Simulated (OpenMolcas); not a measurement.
## Mo5+ in a ligand field

Mo5+ with 6 ligands (fluoride) in octahedral coordination (Oh) at 1.92 Å. A charge of +0.167 e stands 2.8 Å behind each ligand. Ligand basis ANO-RCC-VDZP.
```
Mo    0.0000    0.0000    0.0000
F     1.9200    0.0000    0.0000
F     0.0000    1.9200    0.0000
F    -1.9200    0.0000    0.0000
F     0.0000   -1.9200    0.0000
F     0.0000    0.0000    1.9200
F     0.0000    0.0000   -1.9200
```

| Quantity | Value |
| --- | --- |
| Program | OpenMolcas |
| Method | CASSCF |
| Basis | ANO-RCC-VTZP [7s6p4d2f1g] |
| Scalar Hamiltonian | DKH2, point nucleus |
| Active space | 1 electron in 5 orbitals (4d) |
| State averaging | 2S+1 = 2 even, 5 roots |
| Spin-orbit coupling | RASSI with atomic mean-field integrals over the reference wave functions |

The lowest spin-free states (labels of O, the rotations of Oh), above the lowest:

| State | Degeneracy | E (cm-1) |
| --- | --- | --- |
| 2T2 | 3 | 0.0 |
| 2E | 2 | 34552 |

The lowest levels with spin-orbit coupling:

```csv
E (cm-1),Degeneracy,Label,2S+1,g
0.0,4,Γ8,2,
1249,2,,2,1.88 1.88 1.88
35015,4,Γ8,2,
```

Powder χT (cm3 K/mol): 0.00251 at 2 K, 0.00561 at 10 K, 0.0212 at 50 K, 0.0406 at 100 K, 0.0795 at 200 K, 0.118 at 300 K. The effective moment at 300 K is 2.828 √(χT) = 0.97 μB.

The lowest level has 2S+1 = 2, for which the spin-only value is χT = S(S+1) / 2 = 0.375 cm3 K/mol (g = 2). The computed 0.118 at 300 K differs by -0.257, through orbital momentum, spin-orbit coupling and any other state in reach. With a threefold ground state the orbital momentum is unquenched, so the spin-only value is not expected to hold.

Metal share of the active 4d orbitals (Löwdin): 74, 74, 87, 87, 87 %; Mulliken charge of the metal 2.60.

The gap between the two states is 10Dq = 34552 cm-1.

An orbital triplet at a regular site is open to Jahn-Teller coupling, which can distort the site and quench the lowest spin-orbit gaps and is left out. The least metal-like active orbital is 74 % on the metal (Löwdin) and no ligand orbital is active, so the numbers are rough. With metal d orbitals alone the field can be off either way by tens of per cent. Ligand-to-metal charge-transfer states are missing. No measured value stands beside these numbers; the geometry is a model, was not optimised and need not be the one that this ion takes.
